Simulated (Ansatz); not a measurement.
`C/N=C(\C)N` + `BC(O)[SiH3]` → `BC([SiH3])OC` + `CC(=N)N`  (substitution at a C–N bond)

Calculated with Ansatz (gas phase, PBE0-D4/def2-TZVP geometries, no zero-point term in ΔE). CBS: MP2 limit from def2 TZ/QZ plus the TZ coupled-cluster correction, frozen cores. Functionals use def2-TZVPP. Each species was taken in one conformer, which may not be the lowest.

```tsv
level	ΔE (kJ/mol)
r2SCAN-D4	11.1
PBE0-D4	12.9
ωB97M-V	12.3
MP2/def2-TZVPP	16.1
CCSD/def2-TZVPP	12.2
CCSD(T)/def2-TZVPP	12.0
MP2/def2-QZVPP	17.5
HF/CBS(def2)	9.0
```

Q: What does CCSD(T)/CBS give? (Best estimate.)

A: Computed: +14.3 kJ/mol. The listed levels differ from it by -3.2, -1.4, -2.0, 1.8, -2.1, -2.3, 3.2, -5.3 kJ/mol.

Largest T1 diagnostic among the species: 0.013.

In def2-TZVPP, CCSD(T) changes the Hartree–Fock value by +3.2 kJ/mol (the triples alone add −0.2 kJ/mol) and MP2 by +7.3 kJ/mol.
